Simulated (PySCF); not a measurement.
Peak assignment

Molfile (atoms numbered from 1):
```
C8H7N
     RDKit          3D

 16 16  0  0  0  0  0  0  0  0999 V2000
    2.5043    0.0656   -0.2810 C   0  0  0  0  0  0  0  0  0  0  0  0
    1.0167    0.0330   -0.1251 C   0  0  0  0  0  0  0  0  0  0  0  0
    0.2828   -1.0630   -0.5688 C   0  0  0  0  0  0  0  0  0  0  0  0
   -1.0878   -1.1095   -0.4152 C   0  0  0  0  0  0  0  0  0  0  0  0
   -1.7517   -0.0440    0.1933 C   0  0  0  0  0  0  0  0  0  0  0  0
   -3.1552   -0.0819    0.3514 C   0  0  0  0  0  0  0  0  0  0  0  0
   -4.2942   -0.1141    0.4810 N   0  0  0  0  0  0  0  0  0  0  0  0
   -1.0259    1.0577    0.6468 C   0  0  0  0  0  0  0  0  0  0  0  0
    0.3443    1.0877    0.4850 C   0  0  0  0  0  0  0  0  0  0  0  0
    2.8164   -0.5038   -1.1532 H   0  0  0  0  0  0  0  0  0  0  0  0
    2.8640    1.0872   -0.3768 H   0  0  0  0  0  0  0  0  0  0  0  0
    2.9778   -0.3765    0.5962 H   0  0  0  0  0  0  0  0  0  0  0  0
    0.7941   -1.8897   -1.0402 H   0  0  0  0  0  0  0  0  0  0  0  0
   -1.6533   -1.9617   -0.7622 H   0  0  0  0  0  0  0  0  0  0  0  0
   -1.5434    1.8792    1.1203 H   0  0  0  0  0  0  0  0  0  0  0  0
    0.9035    1.9426    0.8373 H   0  0  0  0  0  0  0  0  0  0  0  0
  1  2  1  0
  2  3  1  0
  3  4  2  0
  4  5  1  0
  5  6  1  0
  6  7  3  0
  5  8  2  0
  8  9  1  0
  9  2  2  0
  1 10  1  0
  1 11  1  0
  1 12  1  0
  3 13  1  0
  4 14  1  0
  8 15  1  0
  9 16  1  0
M  END
```

[PySCF 2.14: GFN2-xTB geometry; σ from GIAO-PBE0/pcSseg-1; equivalent nuclei averaged; one conformer; in vacuum; relativity neglected]

Shifts are taken against calculated references (same method and geometry level): 13C (σ = 186.93 ppm) and 1H (σ = 31.72 ppm) vs TMS.

(1) Assign these signals to the numbered atoms. 13C{1H} NMR (computed): δ 148.8, 140.0, 134.8, 124.7, 114.5, 24.5.

(2) Assign these signals to the numbered atoms. 1H NMR (500 MHz, computed): δ 7.89 (d, 2H), 7.58 (d, 2H), 2.57 (s, 3H).

Results:

(1) 
148.8 → C2, substituted aromatic carbon
140.0 → C4/C8, aromatic CH
134.8 → C3/C9, aromatic CH: the aromatic region
124.7 → C6, nitrile carbon: C≡N carbons fall here, among the sp2 signals but without a proton
114.5 → C5, substituted aromatic carbon
24.5 → C1, methyl carbon on an aromatic ring: aliphatic region, no heteroatom directly attached

(2) 
```tsv
δ (ppm)	atoms	environment	reason
7.89	H14/H15	hydrogen on an aromatic CH	the ring current deshields protons in the ring plane
7.58	H13/H16	hydrogen on an aromatic CH	–
2.57	H10/H11/H12	hydrogen on a methyl carbon on an aromatic ring	benzylic-type position, deshielded by the ring
```

Shifts are as computed. Against solution values, carbons near 30 ppm lie about +3 ppm off and those near 130 ppm about +5 ppm. Of 1211 compounds with measured shifts, 218 miss one by over three times the rms of a fit or turn the order of signals round; such compounds aren't used in these exercises. No couplings were computed; multiplicities are counted from neighbouring protons, with m where these are inequivalent, close in shift, in a saturated or five-membered ring or joined by F or P, and br s for small geminal =CH2 splittings.
